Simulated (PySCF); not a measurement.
C₃H₂N, charge -1, singlet, geometry from GFN2-xTB, with bond 6-3 at 2.2 times its length; HF/cc-pVDZ run with PySCF.

The PySCF input:
```python
from pyscf import gto, scf

mol = gto.Mole()
mol.atom = '''
    C    -0.120595   -1.695859    0.008662
    C     0.478959   -0.514868    0.006682
    C    -0.036520    0.737111   -0.004464
    H    -1.215760   -1.893473    0.001174
    H     0.461673   -2.623511    0.018494
    N    -0.326085    3.313910   -0.021341
'''
mol.basis = 'cc-pvdz'
mol.charge = -1
mol.spin = 0
mol.verbose = 4
mol.build()

mf = scf.RHF(mol)
mf.kernel()
mo_i, mo_e, stable_i, stable_e = mf.stability(internal=True, external=True, return_status=True, nroots=6, tol=1e-6)
print('internally stable:', stable_i, ' externally stable:', stable_e)
if not stable_e:
    umf = mf.to_uhf() if not hasattr(mf, 'xc') else mf.to_uks()
    umf.scf_summary = {}
    umf.kernel(umf.make_rdm1(mo_e, umf.mo_occ))
mf.analyze()
```

Problem. Write the output that PySCF gives for this input, abridged.

Solution. 
```
PySCF version 2.14.0

[INPUT] verbose = 4
[INPUT] num. atoms = 6
[INPUT] num. electrons = 28
[INPUT] charge = -1
[INPUT] spin (= nelec alpha-beta = 2S) = 0
[INPUT] symmetry False subgroup None
[INPUT] Mole.unit = angstrom
[INPUT] Symbol           X                Y                Z      unit          X                Y                Z       unit  Magmom
[INPUT]  1 C     -0.120595000000  -1.695859000000   0.008662000000 AA   -0.227891521992  -3.204709055879   0.016368807691 Bohr   0.0
[INPUT]  2 C      0.478959000000  -0.514868000000   0.006682000000 AA    0.905101334896  -0.972959510303   0.012627149964 Bohr   0.0
[INPUT]  3 C     -0.036520000000   0.737111000000  -0.004464000000 AA   -0.069012798069   1.392937913404  -0.008435737420 Bohr   0.0
[INPUT]  4 H     -1.215760000000  -1.893473000000   0.001174000000 AA   -2.297453433201  -3.578145394259   0.002218538470 Bohr   0.0
[INPUT]  5 H      0.461673000000  -2.623511000000   0.018494000000 AA    0.872435529106  -4.957717274784   0.034948594948 Bohr   0.0
[INPUT]  6 N     -0.326085000000   3.313910000000  -0.021341000000 AA   -0.616211343329   6.262382301457  -0.040328645224 Bohr   0.0

nuclear repulsion = 67.3183882419941
number of shells = 26
number of NR pGTOs = 118
number of NR cGTOs = 66
basis = cc-pvdz
ecp = {}

******** <class 'pyscf.scf.hf.RHF'> ********
method = RHF
initial guess = minao
damping factor = 0
level_shift factor = 0
DIIS = <class 'pyscf.scf.diis.CDIIS'>
diis_start_cycle = 1
diis_space = 8
diis_damp = 0
SCF conv_tol = 1e-09
SCF conv_tol_grad = None
SCF max_cycles = 50
direct_scf = True
direct_scf_tol = 1e-13
Set gradient conv threshold to 3.16228e-05
Initial guess from minao.
init E= -168.61320339772
cycle= 1 E= -168.357266558151  delta_E= 0.256  |g|= 0.91  |ddm|= 2.47
cycle= 2 E= -165.174825312644  delta_E= 3.18  |g|= 2.02  |ddm|= 4.35
cycle= 3 E= -168.566367999217  delta_E= -3.39  |g|= 0.644  |ddm|= 4.32
cycle= 4 E= -168.685729962577  delta_E= -0.119  |g|= 0.385  |ddm|= 0.413
cycle= 5 E= -168.727417408172  delta_E= -0.0417  |g|= 0.214  |ddm|= 0.273
cycle= 6 E= -168.747927372355  delta_E= -0.0205  |g|= 0.0419  |ddm|= 0.37
cycle= 7 E= -168.750680099578  delta_E= -0.00275  |g|= 0.0195  |ddm|= 0.133
cycle= 8 E= -168.751784240267  delta_E= -0.0011  |g|= 0.0228  |ddm|= 0.0911
cycle= 9 E= -168.752372636277  delta_E= -0.000588  |g|= 0.0181  |ddm|= 0.0724
cycle= 10 E= -168.752890106678  delta_E= -0.000517  |g|= 0.00771  |ddm|= 0.106
cycle= 11 E= -168.752980991857  delta_E= -9.09e-05  |g|= 0.00192  |ddm|= 0.0641
cycle= 12 E= -168.752987960716  delta_E= -6.97e-06  |g|= 0.0018  |ddm|= 0.00767
cycle= 13 E= -168.752993204857  delta_E= -5.24e-06  |g|= 0.00142  |ddm|= 0.00385
cycle= 14 E= -168.753004045517  delta_E= -1.08e-05  |g|= 0.00127  |ddm|= 0.00874
cycle= 15 E= -168.753026861026  delta_E= -2.28e-05  |g|= 0.00109  |ddm|= 0.0236
cycle= 16 E= -168.753044091528  delta_E= -1.72e-05  |g|= 0.00054  |ddm|= 0.0309
cycle= 17 E= -168.753046774188  delta_E= -2.68e-06  |g|= 0.000196  |ddm|= 0.0148
cycle= 18 E= -168.753046868992  delta_E= -9.48e-08  |g|= 7.72e-05  |ddm|= 0.00222
cycle= 19 E= -168.753046881996  delta_E= -1.3e-08  |g|= 4.32e-05  |ddm|= 0.000639
cycle= 20 E= -168.753046885207  delta_E= -3.21e-09  |g|= 1.69e-05  |ddm|= 0.000245
cycle= 21 E= -168.753046885666  delta_E= -4.58e-10  |g|= 5.91e-06  |ddm|= 8.62e-05
Extra cycle  E= -168.75304688569  delta_E= -2.43e-11  |g|= 3.33e-06  |ddm|= 1.05e-05
converged SCF energy = -168.75304688569
rhf_internal: lowest eigs of H = [0.059625   0.0684223  0.1080744  0.32376485 0.33808925 0.46137195]
<class 'pyscf.scf.hf.RHF'> wavefunction is stable in the internal stability analysis
rhf_real2complex: lowest eigs of H = [-0.0458402  -0.03710918  0.01430858  0.03791965  0.06203614  0.110769  ]
<class 'pyscf.scf.hf.RHF'> wavefunction has an real -> complex instability
rhf_external: lowest eigs of H = [-0.15318785 -0.12670409 -0.11049874 -0.01948478 -0.00374287 -0.00360381]
<class 'pyscf.scf.hf.RHF'> wavefunction has an RHF/RKS -> UHF/UKS instability
internally stable: True  externally stable: False

******** <class 'pyscf.scf.uhf.UHF'> ********
method = UHF
initial guess = minao
damping factor = 0
level_shift factor = 0
DIIS = <class 'pyscf.scf.diis.CDIIS'>
diis_start_cycle = 1
diis_space = 8
diis_damp = 0
SCF conv_tol = 1e-09
SCF conv_tol_grad = None
SCF max_cycles = 50
direct_scf = True
direct_scf_tol = 1e-13
number electrons alpha = 14  beta = 14
Set gradient conv threshold to 3.16228e-05
init E= -168.697724688613
cycle= 1 E= -168.726573073973  delta_E= -0.0288  |g|= 0.0935  |ddm|= 0.273
cycle= 2 E= -168.731641308721  delta_E= -0.00507  |g|= 0.0497  |ddm|= 0.147
cycle= 3 E= -168.733735106103  delta_E= -0.00209  |g|= 0.0211  |ddm|= 0.0632
cycle= 4 E= -168.735032460038  delta_E= -0.0013  |g|= 0.014  |ddm|= 0.0681
cycle= 5 E= -168.736714518319  delta_E= -0.00168  |g|= 0.0224  |ddm|= 0.0605
cycle= 6 E= -168.734717940042  delta_E= 0.002  |g|= 0.012  |ddm|= 0.0793
cycle= 7 E= -168.734554667254  delta_E= 0.000163  |g|= 0.00399  |ddm|= 0.0518
cycle= 8 E= -168.734622791342  delta_E= -6.81e-05  |g|= 0.00347  |ddm|= 0.0211
cycle= 9 E= -168.734650536067  delta_E= -2.77e-05  |g|= 0.0022  |ddm|= 0.0156
cycle= 10 E= -168.734655298462  delta_E= -4.76e-06  |g|= 0.00231  |ddm|= 0.0013
cycle= 11 E= -168.734631994749  delta_E= 2.33e-05  |g|= 0.00162  |ddm|= 0.00728
cycle= 12 E= -168.734625798878  delta_E= 6.2e-06  |g|= 0.0015  |ddm|= 0.00663
cycle= 13 E= -168.734629848398  delta_E= -4.05e-06  |g|= 0.00115  |ddm|= 0.00444
cycle= 14 E= -168.734636341723  delta_E= -6.49e-06  |g|= 0.00115  |ddm|= 0.00304
cycle= 15 E= -168.734631646904  delta_E= 4.69e-06  |g|= 0.00116  |ddm|= 0.00209
cycle= 16 E= -168.734621649824  delta_E= 1e-05  |g|= 0.00116  |ddm|= 0.00451
cycle= 17 E= -168.734607159823  delta_E= 1.45e-05  |g|= 0.00123  |ddm|= 0.00675
cycle= 18 E= -168.734585938128  delta_E= 2.12e-05  |g|= 0.0012  |ddm|= 0.00974
cycle= 19 E= -168.734544470369  delta_E= 4.15e-05  |g|= 0.00111  |ddm|= 0.0199
cycle= 20 E= -168.734507956274  delta_E= 3.65e-05  |g|= 0.00114  |ddm|= 0.0184
cycle= 21 E= -168.734530023038  delta_E= -2.21e-05  |g|= 0.00124  |ddm|= 0.012
cycle= 22 E= -168.734530805845  delta_E= -7.83e-07  |g|= 0.00124  |ddm|= 0.00113
cycle= 23 E= -168.734547532495  delta_E= -1.67e-05  |g|= 0.00122  |ddm|= 0.00799
cycle= 24 E= -168.734539268479  delta_E= 8.26e-06  |g|= 0.00129  |ddm|= 0.00436
cycle= 25 E= -168.734544227351  delta_E= -4.96e-06  |g|= 0.00125  |ddm|= 0.00254
cycle= 26 E= -168.734556573447  delta_E= -1.23e-05  |g|= 0.00116  |ddm|= 0.00642
cycle= 27 E= -168.734597140878  delta_E= -4.06e-05  |g|= 0.00109  |ddm|= 0.0185
cycle= 28 E= -168.734544512949  delta_E= 5.26e-05  |g|= 0.00111  |ddm|= 0.0245
cycle= 29 E= -168.73454939611  delta_E= -4.88e-06  |g|= 0.0011  |ddm|= 0.00346
cycle= 30 E= -168.734556917558  delta_E= -7.52e-06  |g|= 0.00109  |ddm|= 0.00394
cycle= 31 E= -168.734537796103  delta_E= 1.91e-05  |g|= 0.00107  |ddm|= 0.0124
cycle= 32 E= -168.734539221053  delta_E= -1.42e-06  |g|= 0.00106  |ddm|= 0.000872
cycle= 33 E= -168.73453529679  delta_E= 3.92e-06  |g|= 0.00105  |ddm|= 0.0027
cycle= 34 E= -168.734534981235  delta_E= 3.16e-07  |g|= 0.00105  |ddm|= 0.00109
cycle= 35 E= -168.734544814951  delta_E= -9.83e-06  |g|= 0.00104  |ddm|= 0.00454
cycle= 36 E= -168.734563954484  delta_E= -1.91e-05  |g|= 0.00103  |ddm|= 0.00962
cycle= 37 E= -168.734567771381  delta_E= -3.82e-06  |g|= 0.00104  |ddm|= 0.00182
cycle= 38 E= -168.734545418004  delta_E= 2.24e-05  |g|= 0.00104  |ddm|= 0.0104
cycle= 39 E= -168.734553501476  delta_E= -8.08e-06  |g|= 0.00104  |ddm|= 0.00389
cycle= 40 E= -168.734552610525  delta_E= 8.91e-07  |g|= 0.00104  |ddm|= 0.000626
cycle= 41 E= -168.734555894285  delta_E= -3.28e-06  |g|= 0.00104  |ddm|= 0.00336
cycle= 42 E= -168.734547024775  delta_E= 8.87e-06  |g|= 0.00104  |ddm|= 0.00603
cycle= 43 E= -168.734548792212  delta_E= -1.77e-06  |g|= 0.00104  |ddm|= 0.000818
cycle= 44 E= -168.734549119846  delta_E= -3.28e-07  |g|= 0.00104  |ddm|= 0.000317
cycle= 45 E= -168.734554677407  delta_E= -5.56e-06  |g|= 0.00103  |ddm|= 0.00272
cycle= 46 E= -168.734561289002  delta_E= -6.61e-06  |g|= 0.00103  |ddm|= 0.00322
cycle= 47 E= -168.734553045988  delta_E= 8.24e-06  |g|= 0.00103  |ddm|= 0.00377
cycle= 48 E= -168.734552372884  delta_E= 6.73e-07  |g|= 0.00103  |ddm|= 0.000585
cycle= 49 E= -168.734553588779  delta_E= -1.22e-06  |g|= 0.00103  |ddm|= 0.000672
cycle= 50 E= -168.734556254746  delta_E= -2.67e-06  |g|= 0.00103  |ddm|= 0.00124
SCF not converged.
SCF energy = -168.734556254746 after 50 cycles  <S^2> = 0.35049455  2S+1 = 1.5498317
**** SCF Summaries ****
Total Energy =                        -168.753046885689855
Nuclear Repulsion Energy =              67.318388241994072
One-electron Energy =                 -366.720394107629659
Two-electron Energy =                  130.648958979945746
Two-electron Coulomb Energy =          153.394590370808487
DFT Exchange-Correlation Energy =      -22.745631390862741
**** MO energy ****
MO #1   energy= -15.2664808692284  occ= 2
MO #2   energy= -11.1450320352359  occ= 2
MO #3   energy= -11.1446488548569  occ= 2
MO #4   energy= -11.0671395940781  occ= 2
MO #5   energy= -0.921733094758055 occ= 2
MO #6   energy= -0.74455740019717  occ= 2
MO #7   energy= -0.591505934238628 occ= 2
MO #8   energy= -0.533665902019521 occ= 2
MO #9   energy= -0.46232203481816  occ= 2
MO #10  energy= -0.284565922754314 occ= 2
MO #11  energy= -0.265877970989681 occ= 2
MO #12  energy= -0.202063441548147 occ= 2
MO #13  energy= -0.062004512144719 occ= 2
MO #14  energy= -0.0196417720257926 occ= 2
MO #15  energy= 0.176779068725923  occ= 0
MO #16  energy= 0.272012761560489  occ= 0
MO #17  energy= 0.338580798530657  occ= 0
MO #18  energy= 0.37623460839137   occ= 0
MO #19  energy= 0.415799215244077  occ= 0
MO #20  energy= 0.417677383674123  occ= 0
MO #21  energy= 0.559957900587365  occ= 0
MO #22  energy= 0.681492392143472  occ= 0
 ** Mulliken pop on meta-lowdin orthogonal AOs  **
 ** Mulliken pop  **
 ** Mulliken atomic charges  **
charge of    0C =     -0.14169
charge of    1C =     -0.29570
charge of    2C =      0.01637
charge of    3H =      0.07265
charge of    4H =      0.06530
charge of    5N =     -0.71694

WARN: System has nonzero charge -1; the dipole moment is origin-dependent.
Location of origin: [0. 0. 0.]

Dipole moment(X, Y, Z, Debye):  0.03762, -12.15643,  0.06918
```

The run did not converge; its last values are not results.
